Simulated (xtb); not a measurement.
Harmonic IR lines of one isomer of C$_{3}$H$_{4}$O$_{2}$, unscaled. These are xtb 6.7.1 with GFN2-xTB values and carry that method's errors.

wavenumber (cm⁻¹): 175 (w), 775 (w), 842 (w), 956 (vs), 997 (w), 1083 (m), 1170 (vs), 1176 (m), 1333 (m), 1676 (m), 2808 (m), 2863 (m)

Problem. Name which structure gives these lines.
(A) `OC#CCO`
(B) `C1=COCO1`
(C) `O/C=C1\CO1`
(D) `O/C=C1/CO1`

Solution. B, `C1=COCO1`
